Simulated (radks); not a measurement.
Question: Valence configurations of In I (all share [Kr]). All-electron calculation, Dirac Kohn-Sham, PBEsol, spin-unpolarised, spherical densities, point nucleus; open shells fill j = l - 1/2 first. Program: a radial shooting solver on a logarithmic mesh with Libxc functionals. Order these by energy: 4d10 5s2 5p1; 4d9.5 5s2 5p1.5; 4d10 5p3; 4d9 5p4; 4d9 5s2 5p2; 4d10 5s1.5 5p1.5; 4d10 5s1 5p2; 4d8 5s2 5p3; 4d9.5 5s1.5 5p2; 4d7.5 5s2 5p3.5.

Answer: From the lowest, in eV above it: 4d10 5s2 5p1 0.000; 4d10 5s1.5 5p1.5 2.777; 4d10 5s1 5p2 5.611; 4d9.5 5s2 5p1.5 8.237; 4d9.5 5s1.5 5p2 11.211; 4d10 5p3 11.811; 4d9 5s2 5p2 17.519; 4d9 5p4 31.393; 4d8 5s2 5p3 39.761; 4d7.5 5s2 5p3.5 52.548. NIST lists [Kr] 4d10 5s2 5p1 as the ground configuration; this level of theory agrees among the configurations tried. The energies are those of spherical spin-averaged densities, not of single terms.
